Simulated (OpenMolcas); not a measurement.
Ag6+: effect of the basis set

* Program: OpenMolcas
* Method: CASSCF
* Active space: 5 electrons in 10 orbitals (4d 5d)
* State averaging: 2S+1 = 6 even, 1 root; 2S+1 = 4 even, 24 roots; 2S+1 = 2 even, 67 roots
* Spin-orbit coupling: RASSI with atomic mean-field integrals over the reference wave functions, term energies averaged over their components

A. ANO-R2 [7s5p4d2f1g], X2C, finite nucleus; cost roughly 3 core-minutes
B. ANO-RCC-VTZP [7s6p4d2f1g], DKH2, point nucleus; cost of the order of 2.2 core-minutes
C. ANO-RCC-VQZP [8s7p5d3f2g1h], DKH2, point nucleus; cost roughly 2.9 core-minutes

Energies in cm⁻¹ above 4d⁵ ⁶S_5/2, the measured ground level; measured values from the list in Gamrath, thesis, University of Mons (2023).

```json
{"Level": "4d⁵ ⁶S_5/2", "A": "0.0", "B": "0.0", "C": "0.0", "Measured": "0.0"}
{"Level": "4d⁵ ⁴G_5/2", "A": "34499", "B": "34450", "C": "34746", "Measured": "29390"}
{"Level": "4d⁵ ⁴G_7/2", "A": "35231", "B": "35191", "C": "35460", "Measured": "30378"}
{"Level": "4d⁵ ⁴G_11/2", "A": "35489", "B": "35454", "C": "35708", "Measured": "30662"}
{"Level": "4d⁵ ⁴G_9/2", "A": "35658", "B": "35624", "C": "35877", "Measured": "30907"}
{"Level": "4d⁵ ⁴P_5/2 [56 %]", "A": "38276", "B": "38217", "C": "38564", "Measured": ""}
{"Level": "4d⁵ ⁴P_3/2 [63 %]", "A": "39268", "B": "39213", "C": "39554", "Measured": "32994"}
{"Level": "4d⁵ ⁴P_1/2", "A": "40664", "B": "40617", "C": "40939", "Measured": "34605"}
{"Level": "4d⁵ ⁴D_7/2", "A": "43329", "B": "43285", "C": "43584", "Measured": "36485"}
{"Level": "4d⁵ ⁴D_1/2", "A": "45089", "B": "45055", "C": "45328", "Measured": "38685"}
{"Level": "4d⁵ ⁴D_5/2 [61 %]", "A": "45762", "B": "45728", "C": "46005", "Measured": "39299"}
{"Level": "4d⁵ ⁴D_3/2 [62 %]", "A": "46028", "B": "45998", "C": "46263", "Measured": "39788"}
{"Level": "4d⁵ ²I_11/2", "A": "50189", "B": "50135", "C": "50495", "Measured": "44011"}
{"Level": "4d⁵ ²I_13/2", "A": "51539", "B": "51497", "C": "51825", "Measured": "45546"}
{"Level": "4d⁵ ²D_3/2(1) [55 %]", "A": "56337", "B": "56274", "C": "56683", "Measured": ""}
{"Level": "4d⁵ ⁴F_7/2 [51 %]", "A": "57493", "B": "57425", "C": "57847", "Measured": ""}
{"Level": "4d⁵ ⁴F_9/2 [66 %]", "A": "57658", "B": "57593", "C": "58004", "Measured": "49104"}
{"Level": "4d⁵ ⁴F_5/2", "A": "59300", "B": "59245", "C": "59635", "Measured": "51049"}
{"Level": "4d⁵ ²F_7/2(1) [56 %]", "A": "61051", "B": "61013", "C": "61356", "Measured": "53353"}
{"Level": "4d⁵ ²H_9/2 [63 %]", "A": "61825", "B": "61769", "C": "62167", "Measured": "53797"}
{"Level": "4d⁵ ⁴F_3/2 [54 %]", "A": "62037", "B": "61998", "C": "62344", "Measured": ""}
{"Level": "4d⁵ ²G_7/2(1)", "A": "64974", "B": "64923", "C": "65295", "Measured": ""}
{"Level": "4d⁵ ²H_11/2", "A": "65187", "B": "65151", "C": "65500", "Measured": "57962"}
{"Level": "4d⁵ ²G_9/2(1) [59 %]", "A": "67618", "B": "67583", "C": "67921", "Measured": ""}
```

Deviations, from unrounded energies. A percentage is the sum of absolute deviations over the sum of measured energies, with the sign that they share, or ± where signs differ.

| Against measurement | Levels | A | B | C |
| --- | --- | --- | --- | --- |
| mean absolute deviation (cm-1) | 17 | 6500 | 6400 | 6700 |
| other terms of the ground configuration (%) | 17 | +15.7 | +15.6 | +16.4 |

A, B, C lie about equally close to measurement. The largest miss of B in the table is 4d⁵ ⁴F_9/2 [66 %], by +8500 cm-1. The ranking rests on the paired levels alone, and a cruder setting can come out closer through cancelling errors.

Among A to C the level of the table that moves most is 4d⁵ ⁴F_7/2 [51 %], by 420 cm-1 (lowest in B, highest in C).

Without dynamic correlation excited terms often stand tens of per cent too high (terms of higher spin than the ground term too low), and those without a measured partner can miss by more than the paired ones. Active for correlation alone: 5d; no level in the range computed is led by a configuration that fills it, so any true level of that kind is missing. Measured partners are found by configuration, term and J. A level has none where our copy of the source lacks it or the pairing is in doubt (some pairs that miss far off the trend of their configuration count as doubtful), and it then counts in no deviation. Levels of configurations outside the active space are missing. Levels that lie high or do not pair safely by name in every column are left out.

A share in square brackets marks a mixed level and gives the weight of the term that names it, the lowest over the columns. A number in round brackets counts repeated terms of one configuration in the order of the reference energies.
